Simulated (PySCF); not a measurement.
Se(Cl)(OMe) (CH3ClOSe), SMILES CO[Se]Cl.

Coordinates come from a PBE0-D3(BJ)/def2-SVP optimisation. The values are those of a single conformer.

Two levels are set side by side: TDA-PBE/def2-SVPD (PySCF) and TDA-ωB97X/def2-SVPD (PySCF). Vertical, same geometry. The lowest singlet is HOMO→LUMO 99 % with PBE and HOMO→LUMO 96 % with the other functional; states are paired by order. Differences are taken from unrounded values.

```
quantity                              TDA-ωB97X
------------------------------------  ---------
lowest singlet excitation (eV)             3.06
lowest triplet excitation (TDA) (eV)       2.29
```

What does TDA-PBE give, and how far is it from TDA-ωB97X? (Estimate from the structure and the level; the computed values follow.)


| quantity | TDA-PBE | TDA-PBE minus TDA-ωB97X |
|---|---|---|
| lowest singlet excitation (eV) | 2.80 | -0.27 |
| lowest triplet excitation (TDA) (eV) | 2.07 | -0.22 |

Functionals without exact exchange tend to place singlet excitations lower, as here. Differences between two approximate levels are no errors against the true value.

Rough cost on one machine, each run with all the roots and properties that it gave: TDA-ωB97X against TDA-PBE about 4 times.
